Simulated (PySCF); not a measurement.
# C₆ coefficients of unlike pairs at PBE

Calculated with PySCF 2.14 from the dipole response of each species, C₆(A,B) = (3/π) ∫ α_A(iu) α_B(iu) du, in atomic units, from isotropic polarisabilities. For ions this is the dispersion term alone; charge-induced terms of lower order in 1/R come first.

```csv
species,configuration,basis,relativity,α (bohr³),C₆ (like pair)
Al²⁺,[Ne] 3s1 (2S),aug-cc-pVQZ-DK (7s6p4d3f2g),spin-free X2C,13.43,35.33
Pt⁺,[Xe] 4f14 5d9 (2D),def2-TZVPPD with the def2 core potential (60 electrons) (6s5p3d2f1g),core potential,13.85,94.45
B²⁺,[He] 2s1 (2S),dyall-av3z (15s9p3d2f),none,6.986,9.274
Cr³⁺,[Ar] 3d3 (4F),def2-QZVPPD (11s6p5d3f2g),none,2.143,5.394
```

Estimate C₆ for Cr³⁺ with Pt⁺.

The integral gives 21.61. The combination rule 2 C_A C_B / (C_A α_B/α_A + C_B α_A/α_B) gives 20.59 and the geometric mean 22.57.

No spin-orbit coupling is included.

The other pairs:

```csv
pair,C₆
"B²⁺, Al²⁺",18.10
"Pt⁺, Al²⁺",50.67
"Cr³⁺, Al²⁺",9.849
"Cr³⁺, B²⁺",5.086
"B²⁺, Pt⁺",26.07
```
